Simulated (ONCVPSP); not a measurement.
# Configuration tests for Ni (Z = 28) (ONCV)

ONCVPSP 4.0.1 input, shortened (lines: element, Z, core and valence counts, functional; n l f; lmax; l rc ep ncon nbas qcut; lloc lpopt rc5 dvloc0; l nproj debl; icmod fcfact rcfact), PBE, scalar-relativistic:

```
  Ni 28.00    4    3        4      upf
    1    0    2.00
    2    0    2.00
    2    1    6.00
    3    0    2.00
    3    1    6.00
    3    2    8.00
    4    0    1.50
    2
    0    2.45    0.00    4    8    2.90
    1    1.15    0.00    4    8   11.50
    2    1.15    0.00    5   10   16.30
    4    2    1.10    6.00
    0    1    1.40
    1    2    0.70
    2    2    0.70
    2    0.70    0.60
```

In the p channel the program set the typed energies aside and used -2.784, 0.250 Ha.

Energies are relative to the spin-unpolarised reference configuration 3p6 3d8 4s1.5; without spin polarisation the order of configurations can differ from experiment.

```tsv
valence configuration	charge	ΔE all-electron (eV)	error AE − PS (meV)
3p6 3d8 4s2	0	-3.718	+0.3
3p5 3d8 4s2	+1	75.806	+23
```

What are ΔE and the potential's error for 3p6 3d8 4s1?

ΔE = 5.605 eV all-electron; the error (AE − PS) is -1.5 meV.

What are ΔE and the potential's error for 3p6 3d8 4s0?

ΔE = 22.956 eV all-electron; the error (AE − PS) is -28 meV.

Levels in the configuration 3p6 3d8 4s2:

| level | all-electron (eV) | pseudo (eV) |
| --- | --- | --- |
| 3p | -71.388 | -71.413 |
| 3d | -8.874 | -8.890 |
| 4s | -5.643 | -5.643 |
